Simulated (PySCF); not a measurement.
Electric field gradients and quadrupole coupling constants

C5H9O3 (charge +1).
Cartesian coordinates in Å at the GFN2-xTB level; atoms count from 1:
```xyz
17
C5H9O3 angstrom
C     -2.5941    0.8364    0.4136
O     -1.6296   -0.2186    0.4973
C     -0.7366   -0.3078   -0.5010
C      0.0304   -1.6455   -0.4244
O      1.3598   -1.2654   -0.0594
C      1.4471    0.0096    0.0043
C      2.6935    0.6747    0.3841
O      0.3898    0.6603   -0.2852
H     -2.1186    1.8084    0.5517
H     -3.1133    0.8055   -0.5459
H     -3.2973    0.6487    1.2204
H     -1.1379   -0.0475   -1.4916
H      0.0685   -2.1958   -1.3662
H     -0.3864   -2.2777    0.3653
H      2.7339    1.6818   -0.0272
H      3.5540    0.0817    0.0785
H      2.7298    0.7632    1.4746
```

Field gradients from the PBE0/pcSseg-1 density (PySCF, non-relativistic), principal values in atomic units, ordered |Vxx| ≤ |Vyy| ≤ |Vzz|:

| atom | Vxx | Vyy | Vzz |
| --- | --- | --- | --- |
| O2 | -0.2661 | -1.6369 | 1.9030 |
| O5 | -0.6476 | -0.8526 | 1.5002 |
| O8 | -0.5959 | -0.7173 | 1.3131 |

Q: Find the asymmetry η = (Vxx − Vyy)/Vzz and the couplings χ = eQV/h (234.96 MHz × Q in barn × V in au), with Q(17O) = −0.0256 b.

A: 
| atom | environment | nucleus | η | χzz (MHz) | χxx (MHz) | χyy (MHz) |
| --- | --- | --- | --- | --- | --- | --- |
| O2 | ether oxygen | 17O | 0.72 | -11.45 | 1.60 | 9.85 |
| O5 | oxygen bonded to 2 C | 17O | 0.14 | -9.02 | 3.90 | 5.13 |
| O8 | oxygen bonded to 2 C | 17O | 0.09 | -7.90 | 3.58 | 4.31 |

The tensor is traceless: Vxx + Vyy + Vzz = 0.

Q: What is Vzz at O2 in SI units (1 au = 9.71736 × 10²¹ V/m²)?

A: 1.9030 au = 18.492 × 10²¹ V/m².

Q: And the gradient at the other heavy atoms, for which no coupling is worked out here?

A: 
| atom | environment | Vzz (au) | η |
| --- | --- | --- | --- |
| C1 | methoxy carbon | 0.548 | 0.09 |
| C3 | sp3 carbon bearing two oxygens | 0.513 | 0.72 |
| C4 | sp3 carbon bound to oxygen | 0.572 | 0.36 |
| C6 | carbon bonded to C and 2 O | 0.513 | 0.95 |
| C7 | methyl carbon | 0.228 | 0.33 |

Q: What couplings would deuterons (Q(2H) = 0.00286 b) have in place of the hydrogens, at this geometry?

A: 
```json
{"atom": "H9", "bonded to": "C1", "bond length (Å)": "1.091", "Vzz (au)": "0.2934", "η": "0.10", "χzz (kHz)": "197"}
{"atom": "H10", "bonded to": "C1", "bond length (Å)": "1.091", "Vzz (au)": "0.2929", "η": "0.11", "χzz (kHz)": "197"}
{"atom": "H11", "bonded to": "C1", "bond length (Å)": "1.087", "Vzz (au)": "0.3005", "η": "0.09", "χzz (kHz)": "202"}
{"atom": "H12", "bonded to": "C3", "bond length (Å)": "1.100", "Vzz (au)": "0.2624", "η": "0.03", "χzz (kHz)": "176"}
{"atom": "H13", "bonded to": "C4", "bond length (Å)": "1.092", "Vzz (au)": "0.2843", "η": "0.08", "χzz (kHz)": "191"}
{"atom": "H14", "bonded to": "C4", "bond length (Å)": "1.094", "Vzz (au)": "0.2776", "η": "0.08", "χzz (kHz)": "187"}
{"atom": "H15", "bonded to": "C7", "bond length (Å)": "1.089", "Vzz (au)": "0.2987", "η": "0.06", "χzz (kHz)": "201"}
{"atom": "H16", "bonded to": "C7", "bond length (Å)": "1.089", "Vzz (au)": "0.2984", "η": "0.06", "χzz (kHz)": "201"}
{"atom": "H17", "bonded to": "C7", "bond length (Å)": "1.095", "Vzz (au)": "0.2924", "η": "0.06", "χzz (kHz)": "197"}
```

Isolated species at its GFN2-xTB geometry (one conformer only). GFN2-xTB bond lengths can be off by several hundredths of an ångström, more for odd bonds, and the gradients follow them. These gradients aren't converged with respect to the basis.
